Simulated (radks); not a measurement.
Ag II, 46 electrons, occupied as [Kr] 4d10 (the NIST ground configuration). All-electron calculation, Dirac Kohn-Sham, BLYP, spin-unpolarised, spherical densities, finite nucleus; Fermi nuclear charge, rms radius 4.5454 fm. Program: a radial shooting solver on a logarithmic mesh with Libxc functionals.

Normalised radial functions P(r) = r R(r) (large component), r in bohr:

| r | 3d5/2 | 4p3/2 |
|---|---|---|
| 0.001597 | 0.0000 | 0.0013 |
| 0.002096 | 0.0000 | 0.0022 |
| 0.00273 | 0.0001 | 0.0037 |
| 0.003583 | 0.0001 | 0.0062 |
| 0.004666 | 0.0003 | 0.0102 |
| 0.006124 | 0.0006 | 0.0168 |
| 0.007975 | 0.0013 | 0.0271 |
| 0.01047 | 0.0028 | 0.0437 |
| 0.01363 | 0.0059 | 0.0681 |
| 0.01789 | 0.0124 | 0.1051 |
| 0.02348 | 0.0257 | 0.1570 |
| 0.03058 | 0.0509 | 0.2222 |
| 0.04014 | 0.0997 | 0.2993 |
| 0.05226 | 0.1844 | 0.3687 |
| 0.0686 | 0.3310 | 0.4032 |
| 0.08932 | 0.5503 | 0.3579 |
| 0.1172 | 0.8611 | 0.1888 |
| 0.1527 | 1.2152 | -0.0943 |
| 0.2004 | 1.5483 | -0.4240 |
| 0.2609 | 1.7181 | -0.6115 |
| 0.3425 | 1.6263 | -0.4830 |
| 0.446 | 1.2785 | -0.0087 |
| 0.5854 | 0.7907 | 0.6330 |
| 0.7622 | 0.3775 | 1.0673 |
| 1 | 0.1246 | 1.0934 |
| 1.303 | 0.0281 | 0.7930 |
| 1.71 | 0.0036 | 0.4149 |
| 2.227 | 0.0003 | 0.1607 |
| 2.923 | 0.0000 | 0.0412 |
| 3.806 | 0.0000 | 0.0069 |
| 4.995 | 0.0000 | 0.0006 |

3d5/2: eigenvalue -363.84 eV, 0 radial nodes, <r> = 0.347 bohr, 90 % of the charge inside 0.550 bohr. 4p3/2: eigenvalue -65.142 eV, 2 radial nodes at r = 0.141, 0.448 bohr, <r> = 1.01 bohr, 90 % of the charge inside 1.50 bohr.
